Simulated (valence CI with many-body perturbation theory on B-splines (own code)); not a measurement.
Level structure of Te XIII

Calculated by configuration interaction combined with many-body perturbation theory (CI+MBPT): four valence electrons over a frozen Dirac-Fock core [Kr], radial functions for each j: 9 s, 9 p, 10 d, 8 f, 5 g, 3 h, 1 i, with the one-electron correlation potential Σ1, the two-electron term Σ2, the three-electron term Σ3, Breit, model QED; selected CI, second order for the rest, scaled by the run's own slope (own B-spline code, finite nucleus).

No measured levels were compared; by estimate terms of the open shell hold to 2 to 4 % of their energy, and close levels can change places. Core correlation moves these levels by up to 6700 cm⁻¹, and in measured spectra 5 to 20 % of such shifts remained as error; rates that hang on mixing are uncertain with them. The list stops below the first excitations out of the core. Only levels of the ground parity were solved; by the run's estimate the other parity begins above the list, which can be wrong where configurations are misplaced.

Levels 1 to 34 of 34, with energies above the lowest level, 4d⁴ ⁵D_0. "Leading %" is the weight of the configuration and term that name the level; weights of strongly mixed levels are sums over their largest components and can fall short. In the jj column 3d3/2^4 stands for four electrons in 3d with j = 3/2. Lifetimes count E1, E2, E3, M1 and M2 decay at the calculated energies, and are blank where another channel may lead or the interval is too uncertain; long ones can be off by a factor of two.

```csv
No.,Configuration,Term,J,E (cm⁻¹),Leading %,Lifetime,g,Leading jj
1,4d⁴,⁵D,0,0.0,76,,,4d3/2^4 (64 %)
2,4d⁴,⁵D,1,4984,89,179 ms,1.498,4d3/2^3 4d5/2 (78 %)
3,4d⁴,⁵D,2,10086,94,147 ms,1.485,4d3/2^2 4d5/2^2 (62 %)
4,4d⁴,⁵D,3,14631,92,248 ms,1.472,4d3/2^2 4d5/2^2 (52 %)
5,4d⁴,⁵D,4,18444,81,745 ms,1.444,4d3/2^2 4d5/2^2 (39 %)
6,4d⁴,³P,0,31674,63,3.45 ms,,4d3/2^2 4d5/2^2 (59 %)
7,4d⁴,³H,4,33402,61,34.9 ms,0.931,4d3/2^3 4d5/2 (58 %)
8,4d⁴,³G,3,40309,64,13.5 ms,0.882,4d3/2^2 4d5/2^2 (51 %)
9,4d⁴,³H,5,40831,78,77.0 ms,1.068,4d3/2^2 4d5/2^2 (97 %)
10,4d⁴,³P,1,42663,81,4.89 ms,1.399,4d3/2^2 4d5/2^2 (60 %)
11,4d⁴,³F,2,42702,76,9.40 ms,0.772,4d3/2^2 4d5/2^2 (52 %)
12,4d⁴,³H,6,44448,79,1.50 s,1.131,4d3/2^2 4d5/2^2 (84 %)
13,4d⁴,³G,4,48413,45,11.9 ms,1.054,4d3/2^2 4d5/2^2 (54 %)
14,4d⁴,³P,2,51764,49,26.3 ms,1.292,4d3/2^2 4d5/2^2 (74 %)
15,4d⁴,³F,4,51956,36,9.91 ms,1.119,4d3/2^2 4d5/2^2 (68 %)
16,4d⁴,³F,3,54106,63,11.9 ms,1.066,4d3/2 4d5/2^3 (47 %)
17,4d⁴,³D,3,57237,65,5.97 ms,1.209,4d3/2 4d5/2^3 (50 %)
18,4d⁴,³G,5,59057,78,16.0 ms,1.164,4d3/2 4d5/2^3 (97 %)
19,4d⁴,³P,2,62407,38,4.49 ms,1.199,4d3/2 4d5/2^3 (57 %)
20,4d⁴,¹I,6,63097,79,13.2 ms,1.034,4d3/2 4d5/2^3 (84 %)
21,4d⁴,³D,1,63764,88,4.13 ms,0.612,4d3/2 4d5/2^3 (72 %)
22,4d⁴,¹G,4,71979,54,6.15 ms,1.063,4d5/2^4 (43 %)
23,4d⁴,¹S,0,74240,79,3.77 ms,,4d3/2 4d5/2^3 (77 %)
24,4d⁴,¹D,2,75990,37,4.97 ms,1.113,4d3/2^2 4d5/2^2 (62 %)
25,4d⁴,¹F,3,79481,69,6.16 ms,1.045,4d3/2 4d5/2^3 (74 %)
26,4d⁴,³P,2,87659,72,5.87 ms,1.310,4d3/2^2 4d5/2^2 (53 %)
27,4d⁴,³F,4,91622,78,2.86 ms,1.199,4d3/2^2 4d5/2^2 (60 %)
28,4d⁴,³F,2,94223,67,3.67 ms,0.824,4d5/2^4 (36 %)
29,4d⁴,³F,3,95673,81,6.93 ms,1.071,4d3/2 4d5/2^3 (94 %)
30,4d⁴,³P,1,97203,98,3.58 ms,1.489,4d3/2 4d5/2^3 (90 %)
31,4d⁴,³P,0,101930,89,5.05 ms,,4d5/2^4 (54 %)
32,4d⁴,¹G,4,103460,83,3.56 ms,1.035,4d3/2 4d5/2^3 (81 %)
33,4d⁴,¹D,2,128430,95,2.69 ms,0.999,4d3/2^2 4d5/2^2 (45 %)
34,4d⁴,¹S,0,164720,94,,,4d3/2^2 4d5/2^2 (52 %)
```

Names give the largest LS component (configuration and term), which can be under half, so a name can repeat, a term be missing and a line seem to break the LS rules; names also repeat where a configuration has a term twice.

Where two levels of one J and parity lie close, their mixing, g and order are uncertain.

The ionisation energy to 4d³ ⁴F3/2 of the next ion comes out as 272.84 eV (NIST: 272 ± 3 eV (theoretical)). All 34 levels together are meant to be complete up to 463620 cm⁻¹.
